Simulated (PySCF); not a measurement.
CH4Al, SMILES [CH3][AlH+], charge +1. Heavy atoms are numbered as in [AlH+:1][CH3:2]. Hydrogens are named by the atom that carries them.

Coordinates come from a PBE0-D3(BJ)/def2-TZVP optimisation. The multiplicity is an assumed one; other spin states were not compared. The isomer is the one that the SMILES or the coordinates give; other isomers of the formula were not compared.

Calculation: PBE/def2-TZVPD in PySCF.

Mulliken values depend strongly on the basis, most of all with diffuse functions as here. ESP charges are fitted to the potential on shells at 1.4 to 2.0 van der Waals radii. Atomic charges (e), one atom of each kind:

```
atom       Mulliken  ESP fit    IAO
---------  --------  -------  -----
Al1 (AlH)      0.58      ___   1.22
C2 (CH3)      -0.51      ___  -0.80
H on C2        0.26      ___   0.22
H on Al1       0.15      ___  -0.08
```

### Question
Some entries are withheld; supply them. (The exact figures need the calculation; the answer reports its results.)

### Answer

- Al1 (AlH), ESP fit: 1.12
- C2 (CH3), ESP fit: -0.68
- H on C2, ESP fit: 0.22
- H on Al1, ESP fit: -0.11
